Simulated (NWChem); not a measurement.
Molecule: GeHOClF2; SMILES [OH][Ge]([Cl])([F])[F]

```xyz
6

O      1.6776    -0.7637     0.0037
Ge     0.0142    -0.2671     0.0001
F     -0.8177    -0.9126     1.3549
F     -0.8118    -0.9133    -1.3580
Cl    -0.0996     1.8315    -0.0004
H      1.7894    -1.7228     0.0020
```
Atoms are numbered in this order, from 1.

Program: NWChem. Structure relaxed at the PBE0/def2-SVP level. Static field.

Task: What does the run give for PBE/aug-cc-pVDZ? Quantities: isotropic polarisability (bohr³); anisotropy (bohr³).

Result: isotropic polarisability (bohr³): 47.2
anisotropy (bohr³): 12.5
